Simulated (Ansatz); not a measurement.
Cost and result for the atomization energy of CH4GaIN2 (`N=C(I)[NH][GaH2]`) (9 atoms, 8 bonds).

Z-matrix (Å, degrees):
```
C
I 1 2.142
N 1 1.369 2 112.1
N 1 1.252 2 116.6 3 179.9
Ga 3 1.856 1 127.5 2 179.7
H 3 1.008 1 113.8 2 -0.2
H 4 1.021 1 112.4 2 -180.0
H 5 1.553 3 113.3 1 180.0
H 5 1.554 3 117.1 1 0.1
```

Total charge 0; spin multiplicity 1. Correlated methods include outer-core shells of Ga, I, which these sets cover unevenly. Scalar relativity is left out up to krypton. I takes the def2 core potential. The geometry is a stationary point of PBE0-D4/def2-TZVP. It is one conformer, not always the lowest. Program: Ansatz. All runs use 4 threads of an Arm Neoverse V1 on a shared host. Times are those of one run each, without the atoms' runs, and a repeat can differ threefold. Electronic energies, without spin–orbit coupling; frozen cores. CCSD(T)/CBS adds CCSD(T) − MP2 in def2-TZVPP to the MP2 limit, and its time is that of the two runs behind it. T1 = 0.013. With those shells the extrapolation isn't a true limit. B3LYP takes the VWN-RPA correlation (the form of Gaussian; ORCA's B3LYP/G).

CCSD(T)/CBS is a level of theory with its own doubt, some kJ/mol a heavy atom from the limit and from the frozen cores, so smaller differences don't rank the functionals.

| level | functions | wall time |
| --- | --- | --- |
| LDA (SPW92)/def2-TZVPP | 247 | 2.4 s |
| revPBE-D4/def2-TZVPP | 247 | 3.1 s |
| BLYP-D4/def2-TZVPP | 247 | 3.2 s |
| PBE-D4/def2-TZVPP (with forces) | 247 | 3.6 s |
| BHLYP-D4/def2-TZVPP | 247 | 4.9 s |
| CAM-B3LYP-D4/def2-TZVPP | 247 | 5.5 s |
| B3LYP-D4/def2-TZVPP (with forces) | 247 | 7 s |
| r2SCANh-D4/def2-TZVPP | 247 | 7.5 s |
| ωB97X-V/def2-TZVPP | 247 | 11 s |
| CCSD(T)/def2-SVP | 120 | 18 s |
| MP2/def2-QZVPP | 462 | 30 s |
| CCSD(T)/def2-TZVPP | 247 | 6.8 min |
| CCSD(T)/CBS(def2) | – | 7.3 min |

Task: What atomization energy does each give, and how far from CCSD(T)/CBS? (Best estimate.)

Result: Ansatz gave: 
```tsv
level	atomization (kJ/mol)	difference from CCSD(T)/CBS	per bond
LDA (SPW92)/def2-TZVPP	3379.8	533.3	66.7
revPBE-D4/def2-TZVPP	2865.4	18.9	2.4
BLYP-D4/def2-TZVPP	2876.4	29.9	3.7
PBE-D4/def2-TZVPP (with forces)	2956.3	109.8	13.7
BHLYP-D4/def2-TZVPP	2709.4	-137.1	-17.1
CAM-B3LYP-D4/def2-TZVPP	2851.0	4.5	0.6
B3LYP-D4/def2-TZVPP (with forces)	2846.3	-0.2	0.0
r2SCANh-D4/def2-TZVPP	2812.3	-34.2	-4.3
ωB97X-V/def2-TZVPP	2855.8	9.3	1.2
CCSD(T)/def2-SVP	2620.7	-225.8	-28.2
MP2/def2-QZVPP	2881.1	34.6	4.3
CCSD(T)/def2-TZVPP	2748.2	-98.3	-12.3
CCSD(T)/CBS(def2)	2846.5	0.0	0.0
```

From r2SCAN to r2SCAN0 (25 % exact exchange), in def2-TZVPP and without D4, the atomization energy moves by −81.7 kJ/mol: exact exchange takes away binding that semilocal exchange gives to molecules. Leaving LDA and LC-ωPBE aside and taking each functional with its dispersion term where it has one, the values spread over 246.9 kJ/mol, from BHLYP-D4 to PBE-D4. LDA lies +449.3 kJ/mol from PBE without D4, its usual overbinding. The D4 term adds +42.5 kJ/mol with B3LYP and +22.1 kJ/mol with PBE0; it sums over pairs of atoms, weighted by their polarisabilities, and B3LYP, whose exchange is more repulsive, gets the larger term.

Spin–orbit coupling would lower the free I atoms strongly, and the atomization energy with them, by more than many differences here.
